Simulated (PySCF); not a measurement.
Species: C3H3ClF4O2S.
Z-matrix (Å and degrees, GFN2-xTB geometry), rows numbered from 1:
```
O 
S   1  1.4208
O   2  1.4178  1  120.66
Cl  2  2.0291  1  107.32  3  -123.32
C   2  1.8463  1  108.64  3   129.57
F   5  1.3521  2  101.85  1   -74.64
C   5  1.5069  2  106.86  1    43.94
C   7  1.5283  5  112.53  2   177.90
F   8  1.3404  7  111.47  5   -52.55
F   8  1.3358  7  111.02  5  -171.57
F   8  1.3316  7  112.90  5    68.04
H   5  1.0923  2  109.81  1   169.91
H   7  1.0927  5  109.19  2    58.19
H   7  1.0935  5  109.36  2   -61.35
```

Computed at PBE0/pcSseg-1 (PySCF, non-relativistic), with Q(17O) = −0.0256 b, Q(33S) = −0.0678 b, Q(35Cl) = −0.0817 b: O1, 17O (I = 5/2): χzz = -7.481 MHz, η = 0.273; S2, 33S (I = 3/2): χzz = -14.96 MHz, η = 0.136; O3, 17O (I = 5/2): χzz = -7.529 MHz, η = 0.273; Cl4, 35Cl (I = 3/2): χzz = -67.57 MHz, η = 0.100.

Where would the pure quadrupole (NQR) lines of 17O at O1 fall for the rigid, isolated species?

From the eigenvalues of H = χ/[4I(2I − 1)] × [3Iz² − I(I + 1) + η(Ix² − Iy²)], steps between neighbouring levels, labelled as for η = 0: ±1/2↔±3/2 1.210 MHz, ±3/2↔±5/2 2.212 MHz (sulfonyl oxygen).

Find the zero-field quadrupole resonance frequencies of 33S at S2.

From ν = (|χ|/2)√(1 + η²/3): ν = 7.504 MHz (sulfonyl sulfur).

Where would the pure quadrupole (NQR) lines of 17O at O3 fall for the rigid, isolated species?

From the eigenvalues of H = χ/[4I(2I − 1)] × [3Iz² − I(I + 1) + η(Ix² − Iy²)], steps between neighbouring levels, labelled as for η = 0: ±1/2↔±3/2 1.218 MHz, ±3/2↔±5/2 2.226 MHz (sulfonyl oxygen).

Find the zero-field quadrupole resonance frequencies of 35Cl at Cl4.

From ν = (|χ|/2)√(1 + η²/3): ν = 33.84 MHz (chlorine bonded to S). For 37Cl the ratio of quadrupole moments, 0.7881, gives 26.67 MHz.

Apply the simplest Townes–Dailey estimate (no s hybridisation, no π bonding), ionic character = 1 − χzz/χ0, where χ0 is the coupling for one missing p electron along the bond: −109.74 MHz for 35Cl.

Cl4 on S2: 1 − (-67.57)/(-109.74) = 0.38. In this model a purely covalent bond gives χ0 and a free halide ion gives zero; s hybridisation or π bonding, where present, is counted here as ionic character.

In a crystal, neighbours and librations shift these lines. GFN2-xTB bond lengths can be off by several hundredths of an ångström, more for odd bonds, and the gradients follow them. With so small a basis the couplings can be 20 % off.

These values come from a run that also computed NMR shieldings. The run took 50 s wall (with the writing of density and orbital grids) on an Arm Neoverse V1 with one thread (shared host), and the process peaked at 0.94 GiB of memory.

One conformer stands for the species.
